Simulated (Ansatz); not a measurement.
The same group exchange along the group B, Al, Ga.

Gas-phase electronic energies from Ansatz, PBE0-D4/def2-TZVP geometries. CBS: MP2 limit from def2 TZ/QZ plus the TZ coupled-cluster correction, frozen cores. This one scheme is used for every species. Functionals use def2-TZVPP. For Ga, Se outer-core shells are correlated without core-valence functions, which leaves a few kJ/mol of doubt a bond. Scalar relativity is left out up to krypton. One conformer a species, not always the lowest.

```csv
reaction,HF/CBS(def2) (kcal/mol),r2SCAN-D4 (kcal/mol),B2PLYP (kcal/mol),MP2/CBS(def2) (kcal/mol)
`NB[SeH]` + `OC(S)S` → `OC(S)(S)[SeH]` + `BN`,32.7,29.0,28.4,26.3
`[NH2][AlH][SeH]` + `OC(S)S` → `OC(S)(S)[SeH]` + `[NH2][AlH2]`,49.2,43.7,43.4,41.6
`[NH2][GaH][SeH]` + `OC(S)S` → `OC(S)(S)[SeH]` + `[NH2][GaH2]`,46.1,39.4,39.9,37.9
```

Question: Give the CCSD(T)/CBS values in the same order. (An estimate is asked.)

Answer: Computed: 27.5, 42.6, 38.9 kcal/mol.

Largest T1 diagnostic: 0.014, for `[NH2][GaH2]`.
